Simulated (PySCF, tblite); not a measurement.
Isomers of C3H9F3OSi2, one GFN2-xTB conformer each. Single-point energies are computed at PBE0/pcSseg-1 (PySCF, gas phase, no added dispersion term), electronic only.

```csv
SMILES,GFN2-xTB relative energy (kJ/mol)
O[SiH2]C[SiH2]CC(F)(F)F,26.1
CO[SiH2][C@@H]([SiH3])C(F)(F)F,8.1
FC(F)(F)[SiH2]CCO[SiH3],33.3
FC(F)(F)O[C@@H]([SiH3])C[SiH3],131.0
F[SiH2]C[C@@H]([SiH3])OC(F)F,0.0
```

Conformers: `[OH:1][SiH2:2][CH2:3][SiH2:4][CH2:5][C:6]([F:7])([F:8])[F:9]` with H–O1–Si2–C3 -176°, O1–Si2–C3–Si4 -39°, Si2–C3–Si4–C5 -177°, C3–Si4–C5–C6 171°; `[CH3:1][O:2][SiH2:3][C@@H:4]([SiH3:5])[C:6]([F:7])([F:8])[F:9]` with C1–O2–Si3–C4 179°, O2–Si3–C4–Si5 50°; `[F:1][C:2]([F:3])([F:4])[SiH2:5][CH2:6][CH2:7][O:8][SiH3:9]` with C2–Si5–C6–C7 -177°, Si5–C6–C7–O8 -7°, C6–C7–O8–Si9 -175°; `[F:1][C:2]([F:3])([F:4])[O:5][C@@H:6]([SiH3:7])[CH2:8][SiH3:9]` with C2–O5–C6–Si7 105°, O5–C6–C8–Si9 58°; `[F:1][SiH2:2][CH2:3][C@@H:4]([SiH3:5])[O:6][CH:7]([F:8])[F:9]` with F1–Si2–C3–C4 -40°, Si2–C3–C4–Si5 -167°, C3–C4–O6–C7 135°, C4–O6–C7–F8 -169°.

Problem. What does PBE0/pcSseg-1 give for the same structures?

Solution. 
| SMILES | PBE0/pcSseg-1 E (Eh) | PBE0/pcSseg-1 (kJ/mol) | GFN2-xTB (kJ/mol) | point group |
| --- | --- | --- | --- | --- |
| O[SiH2]C[SiH2]CC(F)(F)F | -1072.73289 | 0.0 | 26.1 | C1 |
| F[SiH2]C[C@@H]([SiH3])OC(F)F | -1072.70413 | 75.5 | 0.0 | C1 |
| CO[SiH2][C@@H]([SiH3])C(F)(F)F | -1072.69659 | 95.3 | 8.1 | C1 |
| FC(F)(F)[SiH2]CCO[SiH3] | -1072.67925 | 140.8 | 33.3 | near Cs |
| FC(F)(F)O[C@@H]([SiH3])C[SiH3] | -1072.65422 | 206.5 | 131.0 | C1 |

GFN2-xTB puts F[SiH2]C[C@@H]([SiH3])OC(F)F lowest instead; measured from each level's own lowest isomer, the values differ by up to 107.5 kJ/mol (FC(F)(F)[SiH2]CCO[SiH3]: 33.3 against 140.8). As drawn, the lowest has an O–H bond and an Si–O bond, which the highest lacks.

Problem. Which frontier levels, dipoles and rotational constants go with these structures?

Solution. 
```
                        SMILES  HOMO (eV, PBE0/pcSseg-1)  LUMO (eV)  dipole (D)       A, B, C (MHz)
       O[SiH2]C[SiH2]CC(F)(F)F                     -8.65       0.32        3.93  3211, 408.6, 394.7
  F[SiH2]C[C@@H]([SiH3])OC(F)F                     -8.15      -0.01        3.34  1218, 899.8, 578.2
CO[SiH2][C@@H]([SiH3])C(F)(F)F                     -8.45       0.27        3.27  1786, 744.1, 592.5
       FC(F)(F)[SiH2]CCO[SiH3]                     -8.57      -0.19        5.09  2700, 472.2, 439.1
FC(F)(F)O[C@@H]([SiH3])C[SiH3]                     -8.29       0.31        2.84  1160, 996.6, 607.4
```

Problem. What happens when harmonic zero-point energies from GFN2-xTB frequencies are added?

Solution. 
| SMILES | ZPE (kJ/mol) | electronic (kJ/mol) | with ZPE (kJ/mol) |
| --- | --- | --- | --- |
| O[SiH2]C[SiH2]CC(F)(F)F | 299.6 | 0.0 | 0.0 |
| F[SiH2]C[C@@H]([SiH3])OC(F)F | 298.3 | 75.5 | 74.2 |
| CO[SiH2][C@@H]([SiH3])C(F)(F)F | 296.0 | 95.3 | 91.6 |
| FC(F)(F)[SiH2]CCO[SiH3] | 296.5 | 140.8 | 137.7 |
| FC(F)(F)O[C@@H]([SiH3])C[SiH3] | 289.2 | 206.5 | 196.1 |

The zero-point energies span 10.4 kJ/mol. The order is unchanged.
